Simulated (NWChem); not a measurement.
System: AlH₂SeF; SMILES [F][AlH][SeH]

NWChem input:

```
start job
memory heap 200 mb stack 900 mb global 1100 mb
geometry units angstroms noautoz
  Al    -0.533780    -1.156969     0.000020
  F      0.659856    -2.317036    -0.000766
  H     -2.041669    -1.608689    -0.000129
  Se     0.169485     1.034530     0.001546
  H     -1.228694     1.496534     0.001893
end
basis spherical
  * library def2-svpd
end
dft
  xc xpbe96 cpbe96
  iterations 150
end
tddft
  cis
  nroots 6
  notriplet
end
task tddft energy
```

Coordinates come from a PBE0/def2-SVP optimisation.

Vertical excitations in the gas phase.

Predict the main results of this run. (PBE/def2-SVPD, TDA.) Quantities: lowest excitation, singlet (eV); oscillator strength of that lowest state; lowest state with f > 0.02, singlet (eV); oscillator strength of that bright state; orbital gap (eV).


- lowest excitation, singlet (eV): 5.18
- oscillator strength of that lowest state: 0.068
- lowest state with f > 0.02, singlet (eV): 5.18
- oscillator strength of that bright state: 0.068
- orbital gap (eV): 4.67
